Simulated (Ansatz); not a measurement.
A run for Ansatz (a quantum-chemistry and plane-wave program): U-CCSD(T)/cc-pV(T+d)Z on F2H2Si (SMILES F[SiH2]F), a point of a bond scan (R = 3.968 Å). Files ending in .json are basis or fitting sets from the Basis Set Exchange.

Ansatz 0.2 input:
```yaml
crystal:
  periodic: [false, false, false]
  atoms:
    - {symbol: Si, position_ang: [0.22395286, -0.14590633, 0.36051960]}
    - {symbol: F, position_ang: [-0.89516694, -0.95086907, -0.43504308]}
    - {symbol: F, position_ang: [0.40909919, 1.26754447, -0.34742940]}
    - {symbol: H, position_ang: [3.64165590, -2.14472875, 0.09367093]}
    - {symbol: H, position_ang: [-0.25049912, 0.07882097, 1.73329117]}
basis:
  gaussian:
    orbitals: cc-pV_T+d_Z.json
correlation: {method: ccsd_t, electrons: outside_noble_gas}
scf: {omitted_lower_state_checks: [cluster_reference]}
magnetization: {spin_polarized: true, initial_magnetization: 0}
```

The head of its log:

```
WARN ansatz: RAYON_NUM_THREADS=1 ignored (pool sized by the plan → 1); use --threads N
Functional definition: HF
these checks for a lower state are left out or cut short: cluster_reference
integrals: 0.35 GiB planned
759 factors; integrals over basis functions are off by at most 7.6e-4 eV
mean field: 0.35 GiB planned
mean field evaluation 1: about -13300.6923 eV, gradient 2.6e1 eV
mean field evaluation 2: about -13300.6946 eV, gradient 2.7e1 eV
mean field evaluation 4: about -13304.6617 eV, gradient 4.3e0 eV
mean field evaluation 8: about -13304.8291 eV, gradient 1.0e-3 eV
mean field evaluation 16: about -13304.8291 eV, gradient 1.6e-4 eV
mean field evaluation 32: about -13308.3511 eV, gradient 2.3e0 eV
mean field evaluation 64: about -13308.4355 eV, gradient 8.5e-6 eV
mean field -13308.43545475 eV, -489.0759821804 hartree, gradient 8.5e-6 eV, S^2 0.996268; 5 other end points of the search recorded, 0 dependent functions left out
7 core orbitals not correlated
reference -13308.43545475 eV, -489.0759821804 hartree; 10, 10 occupied and 110, 110 virtual orbitals, 759 factors
```

Question: What total energy does the run end on?

Answer: -489.7030 hartree (reference determinant -489.0760, T1 diagnostic 0.014). Its determinant has ⟨S²⟩ = 1.00, a mixture of spin states.
